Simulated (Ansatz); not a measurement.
Consider the ligand exchange at a B–C bond: `CBS` + CH₃NH₂ → `CNBS` + CH₄.

Computed with Ansatz on PBE0-D4/def2-TZVP structures; ΔE is electronic, products minus reactants. CCSD(T)/CBS is the MP2 limit (def2-TZVPP, def2-QZVPP) plus CCSD(T) − MP2 in def2-TZVPP, frozen cores. This one scheme is used for every species. DFT in def2-TZVPP. HSE06 is defined as in plane-wave codes. One conformer a species, not always the lowest.

```tsv
level	ΔE (kcal/mol)	difference from CCSD(T)/CBS
HSE06-D4	-29.2	0.0
B2PLYP	-29.9	-0.7
PBE-QIDH	-29.4	-0.2
r2SCANh	-29.5	-0.3
CAM-B3LYP	-30.2	-1.0
LC-ωPBE	-29.3	-0.1
MP2/def2-TZVPP	-30.1	-0.9
SCS-MP2/def2-TZVPP	-29.9	-0.7
CCSD(T)/def2-TZVPP	-29.4	-0.2
MP2/def2-QZVPP	-30.0	-0.8
CCSD(T)/CBS	-29.2	0
```

Largest T1 diagnostic among the species: 0.013.

At CCSD(T), def2-SVP lies −2.9 kcal/mol from the extrapolated value and def2-TZVPP −0.2 kcal/mol. Leaving LDA and LC-ωPBE aside and taking each functional with its dispersion term where it has one, the values, not all of them listed here, spread over 1.7 kcal/mol, from CAM-B3LYP-D4 to B97M-V. LDA lies −2.0 kcal/mol from PBE without D4.
